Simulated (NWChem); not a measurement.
**Ionisation of diphosphane (H₄P₂)**

```
P
H 1 1.4315
H 1 1.4315 2 92.18
P 1 2.2710 2 93.52 3 93.66
H 4 1.4315 1 93.52 2 87.60
H 4 1.4315 5 92.18 1 -93.66
```
Charge 0, spin multiplicity 1.

Everything below was run with NWChem. Structure: optimised with B3LYP/def2-SVP, a minimum by its harmonic frequencies. It is one conformer; others weren't searched.

Basis set: def2-TZVPD. The species with one electron less has spin multiplicity 2 and keeps the geometry of the parent. Δ marks differences of total energies (open shells unrestricted). −ε marks an orbital energy of the parent. That orbital need not have the symmetry of the hole or added electron in the Δ rows.

B3LYP has NWChem's definition, with VWN1-RPA local correlation. The stability of the SCF solutions was not checked.

Order these methods by the first vertical ionisation energy they give, lowest first: −ε(HOMO) of HF, −ε(HOMO) of B3LYP, −ε(HOMO) of PBE, −ε(HOMO) of r2SCAN, −ε(HOMO) of M06-2X, ΔB3LYP.

−ε(HOMO) of PBE (5.91 eV), −ε(HOMO) of r2SCAN (6.10 eV), −ε(HOMO) of B3LYP (6.75 eV), −ε(HOMO) of M06-2X (7.90 eV), ΔB3LYP (9.08 eV), −ε(HOMO) of HF (9.31 eV)
